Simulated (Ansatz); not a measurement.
C2H7GaO (`[CH3][GaH][CH2]O`). Total charge 0; spin multiplicity 1.

```csv
atom,x (Å),y (Å),z (Å)
C1,0.247,0.278,1.753
Ga2,-0.928,0.235,0.171
C3,-0.159,-0.323,-1.581
O4,1.153,-0.872,-1.525
H5,1.103,-0.391,1.645
H6,0.630,1.293,1.899
H7,-0.297,0.008,2.660
H8,-2.440,0.672,0.265
H9,-0.212,0.509,-2.301
H10,-0.801,-1.104,-2.001
H11,1.703,-0.304,-0.983
```

Q: What are the harmonic wavenumbers in cm⁻¹ at PBE0-D4/def2-TZVP (Ansatz, finite differences of forces, unscaled)? (Estimate.)

A: The calculation gave: 48, 91, 106, 202, 279, 379, 512, 571, 587, 610, 727, 766, 1058, 1154, 1221, 1251, 1364, 1443, 1453, 1460, 1935, 2976, 3043, 3070, 3121, 3145, 3877.

Q: Is this a minimum?

A: Yes, all 27 modes are real.

Q: Give the ideal-gas thermochemistry at 298.15 K and 1 bar (rigid rotor, harmonic oscillator; point group C1, symmetry number 1).

A: Zero-point energy 218.0 kJ/mol; H(298) − E = 240.2 kJ/mol; entropy 359.0 J/(mol·K), of which translation 168.2, rotation 109.6, vibration 81.1; G(298) − E = 133.1 kJ/mol. Modes under 100 cm⁻¹ are hindered rotations or soft bends, so the harmonic entropy is rough.
